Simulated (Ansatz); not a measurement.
C₃H₄OSi (`C#CC(=O)[SiH3]`), relaxed with RKS PBE-D4/def2-SVP in the Gaussian-basis code of Ansatz from a rough embedded geometry. The force threshold is 0.03 eV/Å; the program also tests the step.

Total charge 0; spin multiplicity 1.

Start:

```xyz
9

C    -0.261   -2.303   -0.677
C    -0.465   -1.185   -0.456
C    -0.765    0.190   -0.175
O    -1.993    0.593   -0.291
Si    0.558    1.296    0.468
H     0.005   -3.368   -0.945
H     0.095    2.673    0.772
H     1.661    1.362   -0.484
H     1.166    0.744    1.789
```

```
        step  energy (eV)  largest force (eV/Å)  largest move (Å)
           1  -13080.6920                 9.937             0.000
           2  -13081.1157                 2.973             0.156
           3  -13081.1181                 3.596             0.163
           4  -13081.2283                 2.267             0.056
5 (rejected)  -13081.1879                 2.038             0.098
           6  -13081.2913                 0.625             0.047
           7  -13081.3107                 0.114             0.100
           8  -13081.3122                 0.072             0.022
           9  -13081.3129                 0.015             0.013
```

End:

```xyz
9

C    -0.186   -2.316   -0.707
C    -0.569   -1.176   -0.462
C    -0.893    0.204   -0.135
O    -2.024    0.669   -0.236
Si    0.606    1.291    0.498
H     0.126   -3.328   -0.931
H     0.105    2.686    0.718
H     1.708    1.270   -0.525
H     1.126    0.701    1.780
```

Hardware: 2 threads of an Arm Neoverse V1 on a shared host. Wall time 16 s, peak host memory 0.13 GiB.
